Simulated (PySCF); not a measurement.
These are PBE0-D3(BJ)/def2-TZVP in PySCF values and carry that method's errors. Isolated molecules, 0 K electronic values unless said otherwise. One relaxed conformer stands for a flexible species; it need not be the lowest. 

Reference species (SMILES): `N(CO)C` (C–N–C–O torsion 57°, N–C–O–H torsion 71°) (neutral, multiplicity 1).

* **HOMO–LUMO gap**: 7.59 eV
* **HOMO**: -6.74 eV

Changed species: `COCN`.

Task: Predict the effect on the HOMO–LUMO gap and HOMO.

Result: the HOMO–LUMO gap increases by 0.73 eV, to 8.32 eV; the HOMO falls by 0.50 eV, to -7.24 eV.
